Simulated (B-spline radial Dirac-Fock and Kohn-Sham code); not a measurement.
# How the binding energies of Ni¹²⁺ add up

System: nickel as Ni¹²⁺ in the configuration [Ne] 3s2 3p4; nuclear rms radius 3.7757 fm (A = 58).

The computed values come from a radial B-spline solver: ΔSCF Dirac-Fock with Breit, self-energy and vacuum polarisation, finite nucleus, configuration average. The model has no electron correlation. Energies are counted from the vacuum level. Subshells whose hole state is unreliable or did not converge are left out.

All terms are in eV, carry their sign (relaxation lowers the binding energy) and add up to the binding energy; ⟨r⟩ is the mean radius of the orbital in the initial state.

```
subshell  −ε (Koopmans)  relaxation  Breit  self-energy  vacuum polarisation  binding energy  ⟨r⟩ (bohr)
       K         8769.0      -27.66  -9.97        -5.07                 0.45          8726.7       0.054
      L1         1410.6       -6.37  -0.74        -0.52                 0.04          1403.0       0.242
      L2         1271.8       -7.67  -1.22         0.07                 0.00          1262.9       0.211
      M1          433.5       -0.71  -0.12        -0.10                 0.01           432.6       0.652
    M2,3          387.6       -0.74  -0.15         0.01                 0.00           386.7       0.654
```

For the deepest level, K (1s), the Breit terms make up -0.114 % of the binding energy, QED -0.053 % and orbital relaxation -0.317 %.

Going to the tabulated ground configuration of the next ion removes an electron from M2,3 (3p), computed at 386.7 eV. NIST lists 384.5 ± 0.5 eV as the ionisation energy of this species (semi-empirical), -2.22 eV from the computed value. Where a p, d or f shell is open in either ion the computed value averages over both j values and all terms, while the table refers to the lowest levels; that difference holds spin-orbit splitting (largest in heavy or highly charged ions), term energies where several electrons share open shells, and correlation, and it can reach 10 % or more.
